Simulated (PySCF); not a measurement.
**Basis-set dependence of population analyses: `C[SiH2]C#C[SiH3]`**

C₃H₈Si₂.
Bonds: C1–Si2, Si2–C3, C3–C4 (triple), C4–Si5. Hydrogens: H6, H7, H8 on C1; H9, H10 on Si2; H11, H12, H13 on Si5.

PBE0 throughout (PySCF), one geometry, spherical d and f functions. Geometry: PBE0-D3(BJ)/def2-SVP; no solvent, vibrations or thermal averaging. Atoms taken as equivalent share a column and are averaged. The first 7 of 8 kinds of atom are listed.

Mulliken charges (e):

```json
{"basis": "STO-3G", "functions": "41", "C1": "-0.396", "Si2": "+0.648", "C3": "-0.253", "C4": "-0.255", "Si5": "+0.565", "H6/H7/H8": "+0.079", "H9/H10": "-0.113"}
{"basis": "6-31G", "functions": "69", "C1": "-0.816", "Si2": "+0.726", "C3": "-0.291", "C4": "-0.335", "Si5": "+0.569", "H6/H7/H8": "+0.204", "H9/H10": "-0.100"}
{"basis": "pcSseg-0", "functions": "69", "C1": "-1.177", "Si2": "+0.970", "C3": "-0.496", "C4": "-0.509", "Si5": "+0.620", "H6/H7/H8": "+0.268", "H9/H10": "-0.040"}
{"basis": "6-31G*", "functions": "94", "C1": "-0.770", "Si2": "+0.437", "C3": "-0.123", "C4": "-0.155", "Si5": "+0.300", "H6/H7/H8": "+0.207", "H9/H10": "-0.069"}
{"basis": "cc-pVDZ", "functions": "118", "C1": "-0.269", "Si2": "+0.311", "C3": "-0.123", "C4": "-0.159", "Si5": "+0.244", "H6/H7/H8": "+0.073", "H9/H10": "-0.052"}
{"basis": "def2-SVP", "functions": "118", "C1": "-0.360", "Si2": "+0.462", "C3": "-0.208", "C4": "-0.227", "Si5": "+0.384", "H6/H7/H8": "+0.086", "H9/H10": "-0.065"}
{"basis": "aug-cc-pVDZ", "functions": "195", "C1": "+0.386", "Si2": "-0.023", "C3": "+0.291", "C4": "-0.293", "Si5": "-0.614", "H6/H7/H8": "-0.230", "H9/H10": "+0.206"}
{"basis": "6-311+G(2d,p)", "functions": "199", "C1": "-0.708", "Si2": "+0.484", "C3": "-0.217", "C4": "-0.068", "Si5": "+0.281", "H6/H7/H8": "+0.169", "H9/H10": "-0.062"}
{"basis": "def2-TZVP", "functions": "215", "C1": "-0.495", "Si2": "+0.279", "C3": "-0.210", "C4": "-0.163", "Si5": "+0.219", "H6/H7/H8": "+0.147", "H9/H10": "-0.019"}
{"basis": "cc-pVTZ", "functions": "270", "C1": "-0.385", "Si2": "+0.306", "C3": "-0.167", "C4": "-0.171", "Si5": "+0.227", "H6/H7/H8": "+0.111", "H9/H10": "-0.036"}
{"basis": "IGLO-III", "functions": "273", "C1": "-0.612", "Si2": "+0.779", "C3": "-0.263", "C4": "-0.325", "Si5": "+0.744", "H6/H7/H8": "+0.149", "H9/H10": "-0.161"}
{"basis": "pcSseg-2", "functions": "306", "C1": "-0.295", "Si2": "+0.582", "C3": "-0.144", "C4": "-0.248", "Si5": "+0.552", "H6/H7/H8": "+0.058", "H9/H10": "-0.130"}
```

IAO charges (e):

| basis | functions | C1 | Si2 | C3 | C4 | Si5 | H6/H7/H8 | H9/H10 |
| --- | --- | --- | --- | --- | --- | --- | --- | --- |
| STO-3G | 41 | -0.648 | +0.772 | -0.296 | -0.308 | +0.651 | +0.136 | -0.114 |
| 6-31G | 69 | -0.703 | +0.648 | -0.272 | -0.277 | +0.466 | +0.167 | -0.081 |
| pcSseg-0 | 69 | -0.709 | +0.658 | -0.276 | -0.282 | +0.458 | +0.166 | -0.080 |
| 6-31G* | 94 | -0.708 | +0.769 | -0.297 | -0.309 | +0.602 | +0.160 | -0.114 |
| cc-pVDZ | 118 | -0.705 | +0.765 | -0.298 | -0.311 | +0.595 | +0.160 | -0.112 |
| def2-SVP | 118 | -0.699 | +0.777 | -0.296 | -0.308 | +0.609 | +0.157 | -0.118 |
| aug-cc-pVDZ | 195 | -0.718 | +0.769 | -0.301 | -0.314 | +0.597 | +0.163 | -0.112 |
| 6-311+G(2d,p) | 199 | -0.729 | +0.800 | -0.309 | -0.322 | +0.629 | +0.164 | -0.119 |
| def2-TZVP | 215 | -0.733 | +0.809 | -0.309 | -0.323 | +0.638 | +0.165 | -0.122 |
| cc-pVTZ | 270 | -0.730 | +0.795 | -0.306 | -0.319 | +0.622 | +0.165 | -0.119 |
| IGLO-III | 273 | -0.733 | +0.808 | -0.310 | -0.323 | +0.636 | +0.165 | -0.122 |
| pcSseg-2 | 306 | -0.732 | +0.806 | -0.309 | -0.322 | +0.635 | +0.165 | -0.122 |

Hirshfeld charges (e):

| basis | functions | C1 | Si2 | C3 | C4 | Si5 | H6/H7/H8 | H9/H10 |
| --- | --- | --- | --- | --- | --- | --- | --- | --- |
| STO-3G | 41 | -0.119 | +0.417 | -0.179 | -0.179 | +0.392 | +0.015 | -0.079 |
| 6-31G | 69 | -0.187 | +0.341 | -0.147 | -0.151 | +0.319 | +0.048 | -0.070 |
| pcSseg-0 | 69 | -0.190 | +0.368 | -0.151 | -0.155 | +0.336 | +0.043 | -0.072 |
| 6-31G* | 94 | -0.187 | +0.333 | -0.136 | -0.142 | +0.318 | +0.050 | -0.073 |
| cc-pVDZ | 118 | -0.196 | +0.355 | -0.140 | -0.146 | +0.331 | +0.049 | -0.075 |
| def2-SVP | 118 | -0.200 | +0.360 | -0.138 | -0.144 | +0.335 | +0.049 | -0.077 |
| aug-cc-pVDZ | 195 | -0.213 | +0.363 | -0.145 | -0.152 | +0.335 | +0.051 | -0.072 |
| 6-311+G(2d,p) | 199 | -0.203 | +0.362 | -0.146 | -0.154 | +0.338 | +0.049 | -0.073 |
| def2-TZVP | 215 | -0.207 | +0.355 | -0.141 | -0.148 | +0.330 | +0.051 | -0.073 |
| cc-pVTZ | 270 | -0.207 | +0.355 | -0.140 | -0.147 | +0.328 | +0.051 | -0.073 |
| IGLO-III | 273 | -0.209 | +0.355 | -0.143 | -0.151 | +0.327 | +0.051 | -0.070 |
| pcSseg-2 | 306 | -0.214 | +0.363 | -0.142 | -0.150 | +0.336 | +0.051 | -0.073 |

ESP-fitted charges (e):

| basis | functions | C1 | Si2 | C3 | C4 | Si5 | H6/H7/H8 | H9/H10 |
| --- | --- | --- | --- | --- | --- | --- | --- | --- |
| STO-3G | 41 | -0.477 | +0.618 | -0.290 | -0.103 | +0.330 | +0.112 | -0.116 |
| 6-31G | 69 | -0.612 | +0.688 | -0.313 | -0.133 | +0.391 | +0.160 | -0.140 |
| pcSseg-0 | 69 | -0.744 | +0.846 | -0.335 | -0.192 | +0.488 | +0.183 | -0.169 |
| 6-31G* | 94 | -0.580 | +0.641 | -0.307 | -0.094 | +0.310 | +0.154 | -0.131 |
| cc-pVDZ | 118 | -0.508 | +0.596 | -0.301 | -0.088 | +0.264 | +0.137 | -0.121 |
| def2-SVP | 118 | -0.534 | +0.639 | -0.298 | -0.105 | +0.318 | +0.141 | -0.133 |
| aug-cc-pVDZ | 195 | -0.600 | +0.655 | -0.324 | -0.070 | +0.264 | +0.158 | -0.131 |
| 6-311+G(2d,p) | 199 | -0.598 | +0.653 | -0.324 | -0.071 | +0.262 | +0.159 | -0.130 |
| def2-TZVP | 215 | -0.585 | +0.655 | -0.319 | -0.071 | +0.266 | +0.155 | -0.134 |
| cc-pVTZ | 270 | -0.578 | +0.649 | -0.316 | -0.079 | +0.281 | +0.153 | -0.132 |
| IGLO-III | 273 | -0.583 | +0.648 | -0.317 | -0.072 | +0.265 | +0.154 | -0.131 |
| pcSseg-2 | 306 | -0.600 | +0.687 | -0.324 | -0.090 | +0.307 | +0.156 | -0.141 |

Some averages cover members that differ in this geometry, most widely: H6/H7/H8, Mulliken in aug-cc-pVDZ -0.299 to -0.195 e.

Task: Which scheme is steadiest as the basis changes?

Result: Largest range over the bases for any column: Hirshfeld 0.09 e, IAO 0.19 e, ESP-fitted 0.27 e, Mulliken 1.56 e. Hirshfeld charges move least and Mulliken charges most, counted in e. Without the minimal STO-3G basis the ranges are Hirshfeld 0.04, IAO 0.18, ESP-fitted 0.25, Mulliken 1.56 e.

Task: How much do the charges still move between the two largest bases, IGLO-III and pcSseg-2?

Result: At most, over all atoms: Mulliken 0.317 e, IAO 0.002 e, Hirshfeld 0.008 e, ESP-fitted 0.042 e.

Task: What do the same runs give for the total energy, the frontier levels and the dipole moment?

Result: 
```
        basis  energy (Eh)  HOMO (eV)  LUMO (eV)  μ (D)
       STO-3G    -689.5832      -5.27       4.77   0.36
        6-31G    -697.5398      -7.76       0.03   0.87
     pcSseg-0    -696.7198      -8.09      -0.33   0.64
       6-31G*    -697.6314      -7.78      -0.29   0.96
      cc-pVDZ    -697.6686      -7.87      -0.40   0.95
     def2-SVP    -697.4034      -7.97      -0.49   0.91
  aug-cc-pVDZ    -697.6766      -7.96      -0.64   0.90
6-311+G(2d,p)    -697.7245      -8.02      -0.71   0.92
    def2-TZVP    -697.7361      -8.02      -0.65   0.93
      cc-pVTZ    -697.7367      -7.99      -0.60   0.93
     IGLO-III    -697.7395      -8.01      -0.67   0.92
     pcSseg-2    -697.7490      -8.03      -0.68   0.89
```

The dipole is fixed by the density alone, so its range of 0.60 D shows that the density itself changes with the basis, not only its division among atoms.
